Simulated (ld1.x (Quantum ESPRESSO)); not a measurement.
# Which change was made? (Ga, TM)

gallium (Ga), norm-conserving Troullier–Martins (Kleinman–Bylander form), made with ld1.x (Quantum ESPRESSO) 7.5 (LDA (PZ), scalar-relativistic). Core [Ar] 3d10, reference 4s2 4p1. Waves: 4p (bound): rc 2.35 bohr; 4s (bound): rc 1.65 bohr. Local part: the s channel. Core correction: Bessel-smoothed model core inside 0.95 bohr.

Cutoffs, loose and tight: the cutoffs (Ry, on a coarse ladder) from which the occupation-weighted sum of valence levels, in a spherical-Bessel basis at the reference potential, stays within 10 and 1 mRy of its value at 400 Ry. They do not see the model core or the augmentation charge, which bear on the density cutoff. Test errors are all-electron minus pseudo excitation energies from the reference, over the configurations 4s2 4p0; 4s1 4p0; 4s2 4p0.5; 4s2 4p1.3; 4s0 4p3; 4s1 4p1; 4s1 4p2 (two spin-polarised tests are not counted in the largest error); variants that change the core or the reference have their own tests.

The base gives: outcome: generated; cutoff, loose: 15 Ry; cutoff, tight: 35 Ry; bound ghosts: none; largest test error (meV): -180.

(1) After one change the result is: outcome: generated; cutoff, loose: 12 Ry; cutoff, tight: 30 Ry; bound ghosts: none; largest test error (meV): -181. Which change was it?
A. wave 4s (bound): rc 1.65 bohr becomes 4s (bound): rc 2.26 bohr
B. wave 4s (bound): rc 1.65 bohr becomes 4s (bound): rc 2.52 bohr
C. wave 4s (bound): rc 1.65 bohr becomes 4s (bound): rc 1.10 bohr

Answers

(1) A. The others give: wave 4s (bound): rc 1.65 bohr becomes 4s (bound): rc 1.10 bohr → outcome: generated; cutoff, loose: 180 Ry; cutoff, tight: 300 Ry; bound ghosts: p, s (extra level of the local part); largest test error (meV): -160 | wave 4s (bound): rc 1.65 bohr becomes 4s (bound): rc 2.52 bohr → outcome: generated; cutoff, loose: 10 Ry; cutoff, tight: 21 Ry; bound ghosts: none; largest test error (meV): -183.
